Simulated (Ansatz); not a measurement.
Reaction (ligand exchange at the Si–C bond): `[SiH3]C#CC=S` + `C[SiH2][TeH]` → `C[SiH2][Te][SiH3]` + `C#CC=S`

Program: Ansatz. Geometries: PBE0-D4/def2-TZVP. ΔE: electronic, gas phase. CBS: MP2 limit from def2 TZ/QZ plus the TZ coupled-cluster correction, frozen cores. DFT in def2-TZVPP. Elements past krypton have def2 core potentials. For Te outer-core shells are correlated without core-valence functions, which leaves a few kJ/mol of doubt a bond. One conformer a species, not always the lowest.

`[SiH3]C#CC=S`:

Cartesian coordinates in Å:
```
Si 1.754 -0.854 0.508
C 0.191 -0.050 0.016
C -0.863 0.467 -0.293
C -2.071 1.080 -0.667
S -3.521 0.697 -0.059
H 1.928 -0.693 1.971
H 1.675 -2.292 0.157
H 2.884 -0.218 -0.210
H -1.977 1.863 -1.423
```

`C[SiH2][TeH]`:

```xyz
9

C    -1.106    0.017   -0.571
Si    0.265   -0.511    0.582
Te    2.515    0.267   -0.181
H    -2.067   -0.368   -0.217
H    -0.927   -0.360   -1.579
H    -1.170    1.106   -0.619
H     0.401   -1.991    0.620
H     0.005   -0.017    1.959
H     2.084    1.857    0.006
```

`C[SiH2][Te][SiH3]`:

```xyz
12

C     0.799    1.668   -0.536
Si    0.149    0.149   -1.404
Te    0.850   -1.965   -0.265
Si   -0.750   -1.557    1.596
H     0.429    1.716    0.489
H     1.890    1.653   -0.505
H     0.477    2.571   -1.062
H     0.689    0.049   -2.786
H    -1.337    0.179   -1.466
H    -2.149   -1.547    1.098
H    -0.572   -2.658    2.575
H    -0.476   -0.258    2.264
```

`C#CC=S`:

Cartesian coordinates in Å:
```
C -0.331 1.173 -0.976
C -0.102 0.257 -0.228
C 0.136 -0.825 0.641
S 1.508 -1.065 1.462
H -0.516 1.989 -1.634
H -0.695 -1.529 0.736
```

CCSD(T)/CBS gives -26.6 kJ/mol.

Question: Another level gave -28.4 kJ/mol. Which?
A. BHLYP/def2-TZVPP
B. PBE0-D4/def2-TZVPP
C. LDA (SPW92)/def2-TZVPP
D. BLYP/def2-TZVPP

Answer: B. PBE0-D4 -28.4, LDA (SPW92) -22.6, BHLYP -15.0, BLYP -9.8 kJ/mol.

Largest T1 diagnostic among the species: 0.016.

From r2SCAN to r2SCAN0 (25 % exact exchange), in def2-TZVPP and without D4, ΔE moves by −3.5 kJ/mol. Leaving LDA and LC-ωPBE aside and taking each functional with its dispersion term where it has one, the values, not all of them listed here, spread over 15.1 kJ/mol, from PBE0-D4 to B97M-V.
